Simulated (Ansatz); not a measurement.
Ideal-gas functions of `[OH][GaH][SeH]` at 600 K and 1 bar, from an Ansatz frequency run at PBE0-D4/def2-TZVP.

Molar mass 167.71 g/mol, point group Cs (symmetry number 1), electronic degeneracy 1, moments of inertia 34.699, 281.055, 315.754 u Å². Harmonic wavenumbers (cm⁻¹, unscaled): 146, 216, 289, 334, 498, 535, 652, 700, 841, 2045, 2443, 3907.

Use S(trans) = R[1.5 ln M + 2.5 ln T − 1.1517]; rotational temperatures θ = 24.2544 K / I; S(rot) = R[ln(√π/σ · √(T³/θAθBθC)) + 1.5]; for each mode x = 1.438777 ν̃/T, S = R[x/(eˣ − 1) − ln(1 − e⁻ˣ)] and H = RT x/(eˣ − 1); 1 cm⁻¹ = 0.0119627 kJ/mol; R = 8.31446 J/(mol·K).

Task: By hand: the entropy, in J/(mol·K).

Result: Translation 187.3. Rotation: θ = 0.699, 0.0863, 0.0768 K, giving 119.4. Vibration, mode by mode: 17.08, 13.88, 11.53, 10.38, 7.32, 6.79, 5.40, 4.92, 3.76, 0.37, 0.16, 0.01, in all 81.6. Electronic 0.0. Sum 388.3 J/(mol·K).

Task: By hand: H − E and G − E in kJ/mol, counted from the electronic energy.

Result: Zero-point energy ½ × 12606 × 0.0119627 = 75.4; thermal vibration 25.5; translation, rotation and pV give 4 RT = 20.0. H − E = 120.9 kJ/mol, and G − E = 120.9 − 600 × 388.3/1000 = -112.1 kJ/mol.

Vibration gives 21 % of the entropy, 17.1 J/(mol·K) of it from the mode under 150 cm⁻¹: soft modes count most, and the harmonic formula is weakest for them. The sum counts one conformer and one mirror image; others add a mixing term.
